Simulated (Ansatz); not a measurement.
GeH2 (SMILES [GeH2]), charge 0, multiplicity 1, relaxed at each level with Ansatz (a first-principles code); harmonic frequencies from differences of analytic forces, average atomic masses, frozen cores.

```tsv
level	Ge1–H2 (Å)	Ge1–H3 (Å)	H2–Ge1–H3 (°)	dipole (D)
HF/def2-TZVPP	1.5843	1.5843	93.0	0.02
PBE/def2-TZVPP	1.6102	1.6102	89.9	0.28
r2SCAN/def2-TZVPP	1.5910	1.5910	90.2	0.13
B3LYP/def2-TZVPP	1.5987	1.5987	90.7	0.30
PBE0/def2-TZVPP	1.5944	1.5944	90.6	0.15
wB97X-V/def2-TZVPP	1.5865	1.5865	91.3	0.08
MP2/cc-pVTZ	1.5871	1.5871	91.7	0.03
CCSD(T)/cc-pVDZ	1.6003	1.6003	91.7	0.12
CCSD(T)/cc-pVTZ	1.5970	1.5970	91.8	0.08
CCSD(T)/cc-pVQZ	1.5956	1.5956	91.7	0.08
```

Measured: bond lengths of mixed type (r0, rs, rg or re) GeH 1.588 Å [NIST CCCBDB].

Doubts at one or more of the structures used: a restricted determinant that unrestricted orbitals would lower (MP2/cc-pVTZ, CCSD(T)/cc-pVDZ, CCSD(T)/cc-pVTZ, CCSD(T)/cc-pVQZ).
